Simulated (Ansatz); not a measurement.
Reactions of disiloxane.

Computed with Ansatz on PBE0-D4/def2-TZVP structures; ΔE is electronic, products minus reactants. CCSD(T)/CBS adds triple-zeta CCSD(T) − MP2 to the extrapolated MP2 energy (def2 sets, frozen cores). This one scheme is used for every species. DFT in def2-TZVPP. Open shells (•) are unrestricted, without spin–orbit coupling. def2 core potentials past Kr. For Mg, Te outer-core shells are correlated without core-valence functions, which leaves a few kJ/mol of doubt a bond. One conformer a species, not always the lowest.

| reaction | B2PLYP (kJ/mol) | HF/CBS(def2) (kJ/mol) |
| --- | --- | --- |
| `[SiH3]O[SiH3]` + `OC[TeH]` → `[SiH3]OC[TeH]` + `O[SiH3]` | 21 | 32 |
| `[SiH3]O[SiH3]` + `OCS` → `OC([SiH3])S` + `O[SiH3]` | 128 | 158 |
| `[SiH3]O[SiH3]` + `C[S][Mg][OH]` → `C[S][Mg][O][SiH3]` + `O[SiH3]` | -17 | -16 |
| `[SiH3]O[SiH3]` + `N[Si](N)(O)O` → `N[Si](N)(O)O[SiH3]` + `O[SiH3]` | 0 | 2 |
| `[SiH3]O[SiH3]` + `[SiH3]`• → `[SiH2]O[SiH3]`• + SiH₄ | 4 | 9 |

Question: Give the CCSD(T)/CBS values in the same order. (An estimate is asked.)

Answer: Computed: 19, 122, -19, -2, 6 kJ/mol.

Largest T1 diagnostic: 0.015, for `[SiH3]`•.
